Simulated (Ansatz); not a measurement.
## Energy profile

The step: SnH₄O ([OH][SnH3]) + H₂S → SnH₄S ([SH][SnH3]) + H₂O; bonds formed: Sn1–S7, O2–H6; bonds broken: Sn1–O2, H6–S7 (atoms numbered as in the saddle structure below).

Sn1  (-0.455, 0.329, -0.949)
O2  (0.668, 0.859, 0.758)
H3  (0.424, -0.710, -1.958)
H4  (-0.309, 1.938, -1.558)
H5  (-2.102, 0.051, -0.641)
H6  (0.429, -0.191, 1.268)
S7  (-0.136, -1.737, 1.130)
H8  (0.429, 1.658, 1.241)
H9  (1.054, -2.195, 0.710)
(Å)

Electronic energies by CCSD(T) at an estimated basis limit (MP2 extrapolated from triple and quadruple zeta, plus CCSD(T) − MP2 in triple zeta), on PBE0-D4/def2-TZVP structures; SnH₆SO, singlet; no counterpoise correction. Computed with Ansatz 0.2.0 (basis: def2-TZVPP and def2-QZVPP); correlated methods freeze the cores. Filled d shells of the heavier atoms are correlated. Core potentials replace the inner electrons of the atoms past krypton. The def2 sets are not built for correlating such inner shells, so the correlated values are less sure here. Extrapolation: Hartree–Fock as exp(−7.88 √X), correlation as X^−2.97.

Question: Give the profile in kcal/mol, counted from the separated reactants. (To be estimated.)

Answer: By the calculation:
```tsv
point	kcal/mol
separated: SnH₄O (linked as [OH][SnH3]; Sn1, O2, H3, H4, H5, H8; singlet) + H₂S (H6, S7, H9; singlet)	0.00
start structure	-4.27
saddle	10.82
end structure	-15.68
separated: SnH₄S (linked as [SH][SnH3]; Sn1, H3, H4, H5, S7, H9; singlet) + H₂O (O2, H6, H8; singlet)	-11.33
```

No T1 diagnostic of these runs exceeds 0.014.

For scale, one of the runs: CCSD(T)/def2-TZVPP, 207 basis functions, launched by `ansatz run in.yaml --threads 4 --pin off --events-out ev --progress --plain --max-ram 9574MiB`. Time: 73 s of wall clock on 4 CPU threads of an Arm Neoverse V1; the host was shared. Peak host memory: 3 GiB.
